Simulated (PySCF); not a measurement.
B(H)(Et)(OEt), SMILES CCBOCC (C₄H₁₁BO) (GFN2-xTB optimised geometry):

```
17

B     -0.112    -0.202     0.000
H     -0.729    -1.215    -0.006
C     -0.849     1.210     0.000
C     -2.047     1.284     0.951
H     -1.209     1.410    -1.014
H     -0.151     2.012     0.241
H     -1.725     1.134     1.979
H     -2.774     0.513     0.708
H     -2.538     2.253     0.884
O      1.215    -0.202     0.000
C      2.022    -1.357    -0.051
C      2.704    -1.466    -1.410
H      2.774    -1.261     0.740
H      1.418    -2.253     0.140
H      3.290    -0.572    -1.605
H      3.360    -2.332    -1.427
H      1.957    -1.570    -2.193
```

Level of theory: B3LYP/def2-SVP run with PySCF.

**Question.** What are the frontier orbital energies and the dipole moment?

**Answer.** HOMO-2 -8.96 eV, HOMO-1 -8.61 eV, HOMO -7.64 eV, LUMO 0.18 eV, LUMO+1 1.69 eV; dipole moment 1.49 D.

On the same geometry PBE/def2-SVP run with PySCF gives HOMO-2 -7.63 eV, HOMO-1 -7.40 eV, HOMO -6.41 eV, LUMO -0.61 eV, LUMO+1 1.19 eV; dipole moment 1.47 D.

Meta-Löwdin charges at B3LYP/def2-SVP: B1 0.22, H2 -0.04, C3 -0.28, C4 -0.27, H5 0.10, H6 0.09, H7 0.09, H8 0.09, H9 0.09, O10 -0.33, C11 0.06, C12 -0.29, H13 0.10, H14 0.08, H15 0.10, H16 0.10, H17 0.10.
